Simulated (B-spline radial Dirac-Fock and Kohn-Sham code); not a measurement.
Dipole and non-dipole photoemission parameters of Mo 3p3/2

System: neutral molybdenum in the configuration [Kr] 4d5 5s1; threshold 394.0 eV (tabulated edge). The computed values come from an atomic code on a B-spline grid: Dirac-Hartree-Slater photoionisation with a Latter tail; cross sections with all multipoles, angular parameters from the dipole term and its interference with E2.

Input file task.json (cfg lists n, l and occupation; rrms is the nuclear radius in fm):

```json
{"items": [{
  "Z": 42,
  "q": 0,
  "cfg": [[1, 0, 2], [2, 0, 2], [2, 1, 6], [3, 0, 2], [3, 1, 6], [3, 2, 10], [4, 0, 2], [4, 1, 6], [4, 2, 5], [5, 0, 1]],
  "A": 98,
  "rrms": 4.4091,
  "do": "xps",
  "hv": [55.5, 68.7, 95.8, 118.0, 154.0, 200, 246.0, 291.0, 303.0, 600, 656.0, 741.0, 800, 1000, 1550.0, 1590.0, 2290.0, 2360.0, 3480.0, 5414.7, 6460.0, 7610.0, 8047.8, 8240.0, 11400.0, 12000, 13500.0, 14000.0, 15000],
  "edges": {"K": 20000.0, "L1": 2866.0, "L2": 2625.0, "L3": 2520.0, "M1": 506.3, "M2": 411.6, "M3": 394.0, "M4": 231.1, "M5": 227.9, "N1": 63.2}
}]}
```

Command: `python xray2_run.py task.json out`

For linearly polarised light dσ/dΩ = σ/(4π) [1 + β P₂(cos θ) + (δ + γ cos²θ) sin θ cos φ], with θ from the polarisation vector and φ the angle between the beam and the projection of the electron momentum on the plane normal to the polarisation.

```
hν (eV)  σ (kb)      β       γ      δ
    600     337  1.204   0.240  0.035
    656     305  1.315   0.198  0.021
    741     262  1.424   0.125  0.011
    800     236  1.475   0.081  0.007
   1000     167  1.573  -0.007  0.003
   1550    75.1  1.636   0.015  0.004
   1590    71.4  1.636   0.024  0.005
   2290    32.8  1.614   0.209  0.010
   2360    30.6  1.610   0.229  0.011
   3480    12.2  1.538   0.529  0.021
 5414.7    3.84  1.413   0.938  0.044
   6460    2.36  1.352   1.108  0.058
   7610    1.48  1.290   1.266  0.073
 8047.8    1.26  1.267   1.320  0.080
   8240       ?      ?       ?      ?
  11400   0.445  1.118   1.639  0.128
  12000   0.380  1.094   1.683  0.136
  13500   0.264  1.039   1.782  0.158
  14000   0.236  1.021   1.812  0.165
  15000   0.190  0.988   1.867  0.179
```

Problem. Give the values at 8240 eV.

Solution. σ = 1.17 kb, β = 1.258, γ = 1.343, δ = 0.082.
